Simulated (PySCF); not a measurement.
Simulation results for AlGeH5N

Computed with PySCF 2.14.0. Calculation on a computer-drawn molecule: the log of a Hartree-Fock and frozen-core CCSD(T) single point meant for a local Hartree-Fock minimum, with one planted fault or none, to be diagnosed. Offsets are logged minus clean, where the clean run is the same molecule without the fault. The reference is restricted for singlets and unrestricted otherwise, and also for a bond in bohr or an excited solution. Adding or removing an electron swaps singlet and doublet. The excited solution moves the top pair (singlet) or top alpha electron (doublet) to the lowest empty orbital. Highest occupied and lowest empty are orbital energies over both spins, largest force is the largest gradient component, triples share is (T) over the correlation energy, the T1 limit is 0.02 restricted and 0.045 unrestricted, electrons count all cores, a negative frequency is imaginary (commonest isotopes), and the dipole is about the centre of nuclear charge; on germanium a core potential holds 10 electrons, which the energies leave out, and 3d is frozen in MP2 and coupled-cluster steps.

Entry: AlGeH5N

Logged structure:
```xyz
8
AlGeH5N
N     -0.0610    -1.8559    -1.8454
Ge     0.9594    -0.6733    -0.9071
Al    -0.9687     0.8405    -0.1171
H     -0.0833    -2.7961    -1.4870
H      0.2540    -1.9138    -3.7201
H      1.6010    -1.2455     0.3441
H      1.8623     0.1937    -1.7660
H     -2.2588     1.6340     0.2590
```

- meant charge: 1
- meant multiplicity: 1
- meant basis: cc-pV(D+d)Z
- meant basis and core potential on germanium: cc-pVDZ-PP ECP10MDF
- logged electrons: 56
- logged basis functions: 85
- logged SCF converged: yes
- logged spin squared: 0.8028
- logged highest occupied: -14.456 eV
- logged lowest empty: -4.6616 eV
- logged largest force: 0.022376 hartree/bohr
- logged T1 diagnostic: 0.075329
- logged D1 diagnostic: 0.36068
- logged triples share: 0.038169
- logged CC converged: yes
- logged dipole magnitude: 5.2251 debye
- logged SCF stable within its kind: yes
- logged energy HF: -592.26832 hartree
- logged energy CCSD(T): -592.62358 hartree
- possible faults: no fault, one electron removed, one electron added, multiplicity raised by two, geometry at a saddle point, SCF held on an excited solution, minimal basis STO-3G, one bond length entered in bohr, all coordinates scaled
- planted fault: ?

Drawn bonds:
```
atom  other atom  order
   1           2      1
   2           3      1
   1           4      1
   1           5      1
   2           6      1
   2           7      1
   3           8      1
```

Notes: T1 above single-reference limit.

Q: Which fault was planted in the run of AlGeH5N?
A: one bond length entered in bohr, row 4 of the drawn bonds

Further results for AlGeH5N:

* HF energy offset from clean run: 86.42 kcal/mol
* CCSD(T) energy offset from clean run: 91.1 kcal/mol
